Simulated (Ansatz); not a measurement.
Cost and result up the ladder for Sn₂H (3 atoms). The state is a doublet with charge 0. Geometry: r2SCAN-D4/def2-TZVP.

Cartesian coordinates in Å:
```
Sn -0.1283 0.1253 -0.2270
Sn 1.0069 -0.9996 1.8046
H -0.8786 0.8743 -1.5776
```

Ansatz on 4 threads of Arm Neoverse V1 on a shared host. Times are rough, and most runs start from the orbitals of an earlier one. PBE0-D4/def2-TZVP serves as the yardstick here, not as an exact answer. Binding counts from free atoms at the same level (Sn triplet, H doublet; other spins of the atoms weren't run), without zero-point energy or a counterpoise term.

In the def2 sets Sn takes a core potential; there is no spin–orbit coupling. HOMO above LUMO, or a gap near zero within one spin, warns that the state may not be the lowest or that an electron is smeared out. Another isomer (doublet) lies 0.58 eV lower at PBE0-D4/def2-TZVP; other spin states weren't run for this one.

Run but left out: LDA (SPW92)/def2-TZVP (an occupied level 0.04 eV above an empty one); CCSD(T)/def2-TZVPP (⟨S²⟩ 1.38, where a pure state has 0.75).

| level | functions | wall time | binding energy per atom (eV) | difference from PBE0-D4/def2-TZVP (eV) | remarks |
| --- | --- | --- | --- | --- | --- |
| revPBE-D4/def2-TZVP | 106 | 6 s | 1.52 | 0.01 | – |
| r2SCAN-D4/def2-TZVP | 106 | 7.5 s | 1.56 | 0.06 | – |
| PBE0-D4/def2-TZVP | 106 | 8.5 s | 1.50 | 0.00 | – |
| PBE-D4/def2-TZVP (with forces) | 106 | 17 s | 1.60 | 0.10 | gap within one spin near zero |
